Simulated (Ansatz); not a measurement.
An input meant for B₆H⁺ (charge 1, singlet; with a point charge).

```yaml
crystal:
  periodic: [false, false, false]
  atoms:
    - {symbol: B, position_ang: [1.063569, 0.859605, 1.221436]}
    - {symbol: B, position_ang: [-0.381627, -1.017097, -0.596594]}
    - {symbol: B, position_ang: [0.756095, -1.042513, 0.515175]}
    - {symbol: B, position_ang: [-1.221565, 0.209492, -1.145578]}
    - {symbol: B, position_ang: [1.761849, -0.502144, 1.588972]}
    - {symbol: B, position_ang: [-0.009743, 0.552171, 0.133042]}
    - {symbol: H, position_ang: [-1.968578, 0.940486, -1.716453]}
basis:
  gaussian: {orbitals: cc-pVTZ-DK, point_charges: [{charge: 1.00, position_ang: [5.811, -0.374, -0.330]}]}
total_charge: 2
magnetization: {spin_polarized: true, initial_magnetization: 9}
hamiltonian: {xc: {name: PBEsol}}
scf: {lower_state_search: light}
output: {forces: true}
```

```sh
$ ansatz run in.yaml --threads 4 --pin off --events-out ev --progress --plain --max-ram 3916MiB
```

It prints (some lines left out):

```
Functional definition: PBEsol
1338 factors; their error is unknown
mean field evaluation 1: about -3982.0790 eV, gradient 5.1e1 eV
mean field evaluation 2: about -3917.4330 eV, gradient 9.9e1 eV
mean field evaluation 4: about -3976.5543 eV, gradient 4.8e1 eV
mean field evaluation 8: about -4000.6053 eV, gradient 2.7e0 eV
mean field evaluation 16: about -4000.6457 eV, gradient 3.4e-2 eV
mean field evaluation 32: about -4000.6457 eV, gradient 1.9e-5 eV
mean field evaluation 64: about -3998.7227 eV, gradient 3.5e0 eV
mean field -4000.64567453 eV, -147.0210168040 hartree, gradient 6.4e-6 eV, S^2 24.752508; 8 other end points of the search recorded, 0 dependent functions left out
reference -4000.64572662 eV, -147.0210187184 hartree; 19, 10 occupied and 175, 184 virtual orbitals, 1338 factors
Total energy: -4000.64572662 eV, -147.0210187184 hartree
Relativity: scalar
Atom 0 at     1.063569     0.859605     1.221436 Å, force    -0.999767     5.043446     0.385695 eV/Å
Atom 1 at    -0.381627    -1.017097    -0.596594 Å, force     0.235346    -4.741695    -0.700285 eV/Å
Atom 2 at     0.756095    -1.042513     0.515175 Å, force    -0.166628    -1.666679    -0.315257 eV/Å
Atom 3 at    -1.221565     0.209492    -1.145578 Å, force     0.590694     2.217996     1.161343 eV/Å
Atom 4 at     1.761849    -0.502144     1.588972 Å, force     4.377320    -4.143118     3.411631 eV/Å
Atom 5 at    -0.009743     0.552171     0.133042 Å, force    -3.124172     2.156194    -2.413688 eV/Å
Atom 6 at    -1.968578     0.940486    -1.716453 Å, force    -1.694781     1.167559    -1.401039 eV/Å
Dipole moment:    -0.865788     0.140389    -0.593955 e Å
```

Task: Something in this input is off. What?

Result: The spin is set far too high (9 unpaired electrons typed, 0 in the singlet as meant). The calculation finished and met its thresholds. The result belongs to that input, not to the species as meant.
